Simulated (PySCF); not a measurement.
Species: C7H6F2N (doublet state).
Structure used (GFN2-xTB), in Å, numbered top down from 1:
```xyz
16
C7H6F2N angstrom
C      2.383   -1.438   -0.583
C      1.353   -0.823   -0.606
C      0.126   -0.107   -0.622
C     -0.091    1.105    0.318
C      0.899    1.536    1.263
N      2.054    1.381    1.612
C     -0.795   -0.200    0.569
C     -2.286   -0.286    0.366
F     -2.667   -1.569    0.140
F     -2.681    0.422   -0.721
H      3.283   -1.976   -0.574
H     -0.334   -0.023   -1.600
H     -0.701    1.902   -0.092
H      2.763    0.804    1.151
H     -0.455   -0.801    1.405
H     -2.861    0.081    1.232
```

The hyperfine couplings belong to this conformer and change with its torsions.

Identity: `[H]/N=[C]\[C@H]1[C@@H](C#C)[C@@H]1C(F)F` [radical].

Computed, not measured: UKS B3LYP, pcH-1 on C F H N, non-relativistic, mean-field spin-orbit, GIAO (PySCF 2.14.0). Geometry: GFN2-xTB, one conformer, isolated molecule. A GFN2-xTB geometry isn't a minimum of the functional, and hyperfine couplings can be far from their values at a DFT geometry. The SCF solution wasn't tested for stability.

(1) Break the g tensor into its mass correction, gauge correction and orbital-Zeeman/spin–orbit terms.

(2) What effective moment and Curie constant follow for a powder?

(3) Average each term over the three axes. Which is largest in size?

(4) In a frozen sample, at which fields do the three g values resonate at 9.5, 34, 94 and 263 GHz (hyperfine left aside), and which band first spreads them over more than twice a line width of 0.3 mT?

## Answers

(1) 
```csv
Δg (ppm),1,2,3
relativistic mass correction,-185,-185,-185
gauge correction,16,38,-105
orbital Zeeman/spin–orbit,-2968,11,1032
total,-3137,-136,742
```

So g = 1.99918, 2.00218, 2.00306 and g_iso = 2.00148; the tensor is rhombic: the two nearest values differ by 23 % of g3 − g1. Axes: g1 points within 1° of the C5–N6 bond.

(2) With the mean of g² = 4.0059 and S(S+1) = 0.75: μ_eff = √(⟨g²⟩S(S+1)) = 1.733 μB and χT = 0.12505·⟨g²⟩·S(S+1) = 0.376 cm³ K/mol (cgs; spin-Hamiltonian part alone).

(3) The orbital-Zeeman/spin–orbit term -642, the mass correction -185 and the gauge correction -17 ppm, for a total of -844 ppm. The orbital-Zeeman/spin–orbit term is the largest in size. The mass correction is the same along every axis, so the anisotropy comes from the other two: their spans along these axes are 143 (gauge) and 4000 ppm (orbital Zeeman/spin–orbit).

(4) 
```csv
band,GHz,B(g3) mT,B(g2) mT,B(g1) mT,spread mT
X,9.5,338.86,339.01,339.52,0.66
Q,34.0,1212.76,1213.29,1215.11,2.35
W,94.0,3352.91,3354.38,3359.42,6.51
J,263.0,9381.02,9385.13,9399.22,18.20
```

The spread grows in proportion to the frequency. X band is the first where it exceeds 0.6 mT.

Largest spin populations (Mulliken): C5 (+0.69), N6 (+0.13), H14 (+0.10) and C3 (+0.08). No atom but C5 exceeds +0.15.

The HOMO–LUMO gaps are 4.44 eV among the α and 6.05 eV among the β orbitals.

Hardware: an Arm Neoverse V1 with one thread, shared host with 32 logical CPUs at a one-minute load of 30. Cost: 2.1 min wall (grids of density and orbitals included), 1.1 GiB resident at most.
